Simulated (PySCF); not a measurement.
1-fluorohexane: calculation and literature

Geometry:
```
atom   x (Å)   y (Å)   z (Å)
  C1   3.146   0.088  -0.296
  C2   1.778   0.506   0.220
  C3   0.626  -0.237  -0.443
  C4  -0.742   0.178   0.076
  C5  -1.897  -0.556  -0.589
  C6  -3.253  -0.105  -0.102
  F7  -3.432   1.237  -0.350
  H8   3.237   0.269  -1.379
  H9   3.956   0.641   0.203
 H10   3.325  -0.987  -0.127
 H11   1.729   0.348   1.312
 H12   1.639   1.591   0.071
 H13   0.668  -0.074  -1.535
 H14   0.761  -1.325  -0.300
 H15  -0.883   1.262  -0.071
 H16  -0.785   0.015   1.169
 H17  -1.849  -0.415  -1.683
 H18  -1.815  -1.643  -0.414
 H19  -4.061  -0.660  -0.608
 H20  -3.353  -0.265   0.987
```

Measured values that the calculation should reproduce:  Coupling constants: ¹J(C6,F7) 166.6 Hz, ²J(C5,F7) 19.9 Hz, ³J(C4,F7) 5.2 Hz.

PySCF 2.14 calculation with PBE0/pcSseg-1 with gauge-including orbitals, PBE0-D3(BJ)/def2-SVP geometry and B3LYP/pcJ-1 coupling constants (spin–dipole term only in couplings to heteroatoms); one conformer, rapidly exchanging positions averaged, non-relativistic Hamiltonian, isolated molecule.

How close does the calculation come?

Answers


Coupling constants in Hz (some tables give magnitudes without signs):
| coupling | reference | computed | source |
| --- | --- | --- | --- |
| ¹J(C6,F7) | 166.6 | -233.1 | measured; liquid or solution; F. J. Weigert, PhD thesis, Caltech 1968 (Carbon-13 magnetic resonance spectroscopy) |
| ²J(C5,F7) | 19.9 | 19.8 | measured; liquid or solution; F. J. Weigert, PhD thesis, Caltech 1968 (Carbon-13 magnetic resonance spectroscopy) |
| ³J(C4,F7) | 5.2 | 3.0 | measured; liquid or solution; F. J. Weigert, PhD thesis, Caltech 1968 (Carbon-13 magnetic resonance spectroscopy) |
